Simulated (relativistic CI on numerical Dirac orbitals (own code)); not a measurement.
# What each ingredient does to the levels of Se XVIII

Base calculation: Dirac-Coulomb-Breit CI, KLI orbitals optimised for each configuration, model QED (radiative potential, 1s self-energy scaled to tabulated hydrogen-like ionisation energies), unscaled Slater integrals.

CI space (outside the closed core [Ne]): 3s²3p⁵, 3s3p⁶, 3s²3p⁴3d, 3s3p⁵3d, 3p⁶3d, 3s3p⁴3d², 3s²3p⁴4s, 3s²3p³3d4p, 3p⁶4s, 3s²3p⁴4p, 3p⁶4p, 3s3p⁴3d4s, 3s²3p³3d², 3s²3p²3d³, 3s3p³3d³, 3s²3p²3d²4s, 3s²3p²3d²4p. Double excitations out of closed p, d and f shells are left out; levels of such configurations are missing from the list, as are those of other unlisted configurations, and high levels can miss mixing partners.

Variants: (1) valence Slater integrals scaled by 0.9; (2) QED terms removed; (3) one mean potential for all configurations. Shifts of the energy above 3s²3p⁵ ²P°3/2, in cm⁻¹, for the lowest level and the first level of each name with at least 55 % of one term (blank where a level changes its place among those of its configuration and J or its character, or is not in the variant):

```csv
Level,Base,Δ(1),Δ(2),Δ(3)
3s²3p⁵ ²P°3/2,0,0,0,0
3s²3p⁵ ²P°1/2,65385,+115,-141,+19
3s3p⁶ ²S1/2,501268,+13683,+1227,0
3s²3p⁴3d ⁴D5/2,636361,+7075,+93,-167
3s²3p⁴3d ⁴D3/2,639018,+6703,+100,-166
3s²3p⁴3d ⁴D7/2,641514,+7285,+65,-171
3s²3p⁴3d ⁴D1/2,647694,+6573,+81,-165
3s²3p⁴3d ⁴F9/2,681073,+2120,+83,-156
3s²3p⁴3d ²P1/2,697088,+4441,+34,-162
3s²3p⁴3d ⁴P1/2,713879,+366,+100,-151
3s²3p⁴3d ⁴F5/2,717749,+2156,+20,-150
3s²3p⁴3d ²D5/2,756542,+684,-28,-176
3s²3p⁴3d ²G7/2,761779,-861,-5,-153
3s²3p⁴3d ²G9/2,767594,-452,-45,-164
```

At this charge energies of transitions that change n are usually good to better than 1 %, and those within a shell (Δn = 0) to a few per cent.

Ionisation energy from the two ground configurations alone: base 692.481 eV; valence Slater integrals scaled by 0.9 692.702 eV. The NIST ASD value (semi-empirical) is 693.4 eV.

LS names give the leading component of a level, which can be under half, so a name can repeat, a term be missing and a line seem to break the LS rules.
